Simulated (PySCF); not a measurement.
C2H4FNOSi, SMILES N#C[C@@H](F)[SiH2]O. Coordinates come from a ωB97X-D3(BJ)/def2-SVP optimisation. The structure was generated by enumeration; whether it is a known compound was not checked. Other conformers were not sampled.

Problem. Give the equilibrium geometry at ωB97X-D3(BJ)/def2-SVP (PySCF confirms it by a frequency run) as bond lengths and angles. (The exact figures need the calculation; the answer reports its results.)

Solution. One answer among several that fit: 
Atoms: N1 C2 C3 F4 Si5 O6 H7 H8 H9 H10. Bonded distances (Å): N1–C2 1.156, C2–C3 1.467, C3–F4 1.392, C3–Si5 1.919, C3–H7 1.104, Si5–O6 1.659, Si5–H8 1.487, Si5–H9 1.481, O6–H10 0.963. Angles (°): N1–C2–C3 176.5, C2–C3–F4 110.5, C2–C3–Si5 111.2, C2–C3–H7 108.7, F4–C3–Si5 106.9, F4–C3–H7 108.5, Si5–C3–H7 111.0, C3–Si5–O6 108.3, C3–Si5–H8 106.1, C3–Si5–H9 108.7, O6–Si5–H8 112.9, O6–Si5–H9 107.8, H8–Si5–H9 112.9, Si5–O6–H10 117.6.
Charge 0, spin multiplicity 1.
